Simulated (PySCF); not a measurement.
PySCF input file for Cd(F)(GeH3) (CdFGeH3), SMILES [Cd]([GeH3])[F], PBE-D3(BJ)/def2-SVP. Coordinates come from a PBE-D3(BJ)/def2-SVP optimisation. The structure was generated by enumeration; whether it is a known compound was not checked. The def2 effective core potentials stand for the cores of Cd; spin–orbit coupling is left out.

```python
import numpy as np
from pyscf import gto, scf, dft, df
from pyscf.hessian import thermo

mol = gto.M(
    atom='''
    Cd   -0.00000000    0.00000000   -0.78018109
    F     0.00000000   -0.00000000   -2.73961611
    Ge    0.00000000   -0.00000000    1.72753686
    H     1.25726595    0.72588283    2.27468581
    H    -1.25726595    0.72588283    2.27468581
    H     0.00000000   -1.45176568    2.27468580
    ''',
    basis='def2-SVP',
    ecp={'Cd': 'def2-svp'},
    charge=0,
    spin=0,
    max_memory=1600,
    verbose=3,
)
mf = dft.RKS(mol, xc='pbe').density_fit(auxbasis='def2-universal-jkfit')
mf.disp = 'd3bj'
mf.grids.level = 3
mf.conv_tol = 1e-11
mf.max_cycle = 100
mf.kernel()

# [left out here: the lines that compute and print the analytic Hessian (its translational invariance restored by hand, since the grid's response is missing), thermochemistry and intensities]
```

Output:

```
converged SCF energy = -2345.6461847114

WARN: DFTD3 does not support analytical Hessian, using finite difference


WARN: Mole.unit (angstrom) is changed to Bohr

Mode                                 0                   1                   2
Irrep
Freq [cm^-1]                       92.1725             92.1726            213.3634
Reduced mass [au]                  16.0700             16.0701             29.9425
Force const [Dyne/A]                0.0804              0.0804              0.8031
Char temp [K]                     132.6157            132.6159            306.9824
Normal mode                   x     y     z       x     y     z       x     y     z
       0  Cd                -0.01 -0.05 -0.00    0.05 -0.01 -0.00    0.00 -0.00  0.05
       1   F                 0.03  0.17  0.00   -0.17  0.03  0.00   -0.00  0.00  0.06
       2  Ge                 0.01  0.03  0.00   -0.03  0.01  0.00   -0.00  0.00 -0.09
       3   H                 0.01  0.07 -0.06   -0.07  0.01  0.07   -0.00 -0.00 -0.08
       4   H                 0.01  0.07 -0.03   -0.07  0.01 -0.09    0.00 -0.00 -0.08
       5   H                 0.01  0.07  0.09   -0.07  0.01  0.02   -0.00  0.01 -0.08
Mode                                 3                   4                   5
Irrep
Freq [cm^-1]                      420.3303            420.3306            583.3644
Reduced mass [au]                   1.0708              1.0708             19.6590
Force const [Dyne/A]                0.1115              0.1115              3.9418
Char temp [K]                     604.7617            604.7621            839.3315
Normal mode                   x     y     z       x     y     z       x     y     z
       0  Cd                -0.00 -0.01  0.00   -0.01  0.00 -0.00   -0.00 -0.00 -0.04
       1   F                 0.00  0.01 -0.00    0.01 -0.00  0.00    0.00 -0.00  0.21
       2  Ge                 0.00  0.02  0.00    0.02 -0.00 -0.00    0.00  0.00  0.00
       3   H                 0.01 -0.30  0.40   -0.27  0.07  0.54   -0.01 -0.01  0.04
       4   H                -0.06 -0.31  0.27   -0.26 -0.00 -0.62    0.01 -0.01  0.04
       5   H                -0.04 -0.24 -0.67   -0.33  0.03  0.07    0.00  0.01  0.04
Mode                                 6                   7                   8
Irrep
Freq [cm^-1]                      751.9503            854.6873            854.6943
Reduced mass [au]                   1.0435              1.0176              1.0176
Force const [Dyne/A]                0.3476              0.4380              0.4380
Char temp [K]                    1081.8891           1229.7048           1229.7147
Normal mode                   x     y     z       x     y     z       x     y     z
       0  Cd                 0.00 -0.00  0.00   -0.00 -0.00 -0.00   -0.00  0.00  0.00
       1   F                 0.00  0.00 -0.02    0.00  0.00  0.00    0.00 -0.00 -0.00
       2  Ge                -0.00 -0.00 -0.02   -0.00 -0.01  0.00   -0.01  0.00 -0.00
       3   H                -0.16 -0.09  0.53   -0.36  0.52  0.17    0.10 -0.37  0.29
       4   H                 0.16 -0.09  0.53    0.37  0.52  0.17    0.10  0.36 -0.29
       5   H                -0.00  0.18  0.53    0.00 -0.11 -0.33    0.73  0.00  0.00
Mode                                 9                  10                  11
Irrep
Freq [cm^-1]                     2068.0676           2086.0634           2086.0682
Reduced mass [au]                   1.0122              1.0244              1.0244
Force const [Dyne/A]                2.5507              2.6265              2.6265
Char temp [K]                    2975.4888           3001.3807           3001.3877
Normal mode                   x     y     z       x     y     z       x     y     z
       0  Cd                -0.00 -0.00  0.00    0.00 -0.00 -0.00    0.00  0.00  0.00
       1   F                 0.00  0.00 -0.00   -0.00  0.00  0.00   -0.00 -0.00 -0.00
       2  Ge                -0.00 -0.00 -0.01    0.01 -0.00 -0.00    0.00  0.01 -0.00
       3   H                 0.47  0.27  0.18   -0.56 -0.34 -0.25   -0.34 -0.17 -0.15
       4   H                -0.47  0.27  0.18   -0.56  0.34  0.25    0.34 -0.17 -0.14
       5   H                -0.00 -0.54  0.18    0.03  0.00 -0.00    0.00 -0.75  0.29
temperature 298.1500 [K]
pressure 101325.00 [Pa]
Rotational constants [GHz] 79.29437 1.13227 1.13227
Symmetry number 3
Zero-point energy (ZPE) 0.02397 [Eh]   62943.102 [J/mol]
                           tot       elec      trans        rot        vib
Entropy [J/mol/K]       323.656      0.000    175.258     97.815     50.583
Cv [J/mol/K]             73.221      0.000     12.472     12.472     48.277
Cp [J/mol/K]             81.535      0.000     20.786     12.472     48.277
Internal energy [J/mol]                      3718.434   3718.434  70850.534
Internal energy [Eh]   -2345.61637  -2345.64618
Enthalpy [J/mol]                             6197.391   3718.434  70850.534
Enthalpy [Eh]          -2345.61542
Gibbs free energy [J/mol]                  -46055.733 -25445.017  55769.128
Gibbs free energy [Eh] -2345.65218
mode   freq/cm-1   IR/(km/mol)
   1       92.17         8.535
   2       92.17         8.535
   3      213.36         0.518
   4      420.33         1.910
   5      420.33         1.910
   6      583.36        84.547
   7      751.95       198.265
   8      854.69        30.488
   9      854.69        30.490
  10     2068.07        55.711
  11     2086.06        89.151
  12     2086.07        89.140
max |gradient| / (hartree/bohr): 8.454736003986808e-05
APT charges: [ 0.6423 -0.5956  0.615  -0.2206 -0.2206 -0.2206]
```

Self-consistency was reached.
